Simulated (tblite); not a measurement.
Run record: tight-binding relaxation, `Fc1cocc1[S]` [radical].

Computed with GFN2-xTB geometry optimisation, gas phase (tblite 0.8.0). Start geometry: from a force field or distance geometry. A driver script takes a list of jobs; this job's settings line and coordinates (Å) are shown.

Command:
```bash
OMP_NUM_THREADS=1 python probes_run.py task.json out
```

Input:
```
{"job": {"kind": "relax", "xc": "GFN2-xTB", "basis": "xTB"}, "charge": 0, "multiplicity": 2}
F     -0.306600     2.246900     0.271200
C     -0.252300     0.923900     0.100100
C     -1.312000     0.050700     0.004700
O     -0.846500    -1.154900    -0.154400
C      0.465700    -1.168000    -0.135400
C      0.897400     0.132800     0.014400
S      2.605200     0.691000     0.085500
H     -2.372800     0.301900     0.032400
H      1.135500    -2.018400    -0.243500
```

Output:
```
step      E/eV     max force
  0    -586.70586    2.764
  1    -586.90168    0.718
  2    -586.92480    0.536
  3    -586.93975    0.367
  4    -586.94746    0.328
  5    -586.95476    0.274
  6    -586.95872    0.172
  7    -586.96125    0.162
  8    -586.96223    0.098
  9    -586.96261    0.047
 10    -586.96274    0.031
 11    -586.96278    0.021
 12    -586.96281    0.018
 13    -586.96283    0.020
 14    -586.96287    0.024
 15    -586.96290    0.018
 16    -586.96292    0.008
```

«max force» is the largest atomic force in eV/Å.

From which step on does the largest force stay under 0.1 eV/Å, and how much energy is left to gain from there?

From step 8 (0.098 eV/Å), 0.7 meV above the end.

Main results: energy lowered by 5.9 kcal/mol over 16 steps; largest atomic force 0.008 eV/Å at the end.

On Arm Neoverse V1, one thread (shared host), this took under 0.1 s of wall time.
Labels such as C1 count atoms from 1, the log's own numbers from 0.
